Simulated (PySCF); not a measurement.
# Frontier orbitals and the lowest excitations

Compound: C6H8N2S.
Geometry (PBE0-D3(BJ)/def2-SVP, Å), atoms numbered from 1 in this order:
```xyz
17
C6H8N2S angstrom
C     -2.3717    0.7957   -0.6606
C     -1.9010   -0.4236    0.0696
S     -2.9302   -1.5945    0.5684
C     -0.4660   -0.5103    0.3188
C      0.2621   -1.5286    0.9882
C      1.5674   -1.1015    0.9402
N      1.5659    0.0914    0.2801
C      2.7091    0.9078   -0.0423
N      0.3579    0.4589   -0.1002
H     -2.1164    1.6995   -0.0842
H     -3.4540    0.7510   -0.8261
H     -1.8419    0.8920   -1.6214
H     -0.1474   -2.4309    1.4334
H      2.4892   -1.5398    1.3171
H      2.3335    1.8570   -0.4399
H      3.3403    0.4210   -0.8013
H      3.3105    1.1003    0.8576
```

The calculation used TDDFT CAM-B3LYP/def2-SVPD, vertical, gas phase, core orbitals frozen in the response in PySCF 2.14.0, density-fitted response routines.

Frontier orbitals with the atoms that hold most of them (Löwdin shares over 4%, at most four atoms; ? is withheld):

```tsv
orbital	ε (eV)	atoms
HOMO-3	-10.15	C2 22%, S3 20%, C4 14%, N7 11%
HOMO-2	-8.98	C6 28%, C5 26%, N9 25%, N7 9%
HOMO-1	-8.20	?
HOMO	-7.51	S3 76%, C2 12%, C1 5%
LUMO	?	?
LUMO+1	1.03	C8 33%, C6 14%, H16 11%, H17 10%
LUMO+2	1.17	C6 26%, C5 16%, N7 15%, N9 12%
```

Task: Give the leading atoms of the HOMO-1.

Result: S3 (bonded to C) 32%; N7 (bonded to 2 C and N) 16%; C4 (bonded to 2 C and N) 15%; C2 (bonded to 2 C and S) 13%. By element: sulfur 32%, carbon 28% or more, nitrogen 16% or more.

Task: Give the leading atoms of the LUMO.

Result: S3 (bonded to C) 35%; C2 (bonded to 2 C and S) 30%; N9 (bonded to C and N) 10%; C4 (bonded to 2 C and N) 6%. By element: carbon 36% or more, sulfur 35%, nitrogen 10% or more.

Task: What is the LUMO energy, and the HOMO–LUMO gap?

Result: ε(LUMO) = -1.13 eV; the gap is 6.39 eV (0.2347 hartree).

Task: How does S1 compare with the orbital gap of 6.39 eV?

Result: S1 is at 2.39 eV (f = 0.0000), 3.99 eV below the gap, made of HOMO→LUMO (98%). Without the coupling terms of the response equations the lowest excitation would equal the gap.

Task: Give energy, strength and leading configuration of S1, S2 and S3, and follow the Löwdin shares of the leading atoms from the occupied to the empty orbital.

Result: 
- S1 (2.39 eV, f 0.0000), HOMO→LUMO (98%): S3 76% → 35%, C2 12% → 30%; low, almost dark, from the terminal sulfur into the C=S bond, the pattern of n→π*
- S2 (4.47 eV, f 0.397), HOMO-1→LUMO (95%): S3 32% → 35%, N7 16% → at most 6%, C2 13% → 30%
- S3 (5.10 eV, f 0.028), HOMO-2→LUMO (94%): C6 28% → at most 6%, C5 26% → at most 6%, S3 at most 9% → 35%, C2 at most 9% → 30%

Löwdin shares depend on the basis, the more so with diffuse functions.

One conformer stands for the species.
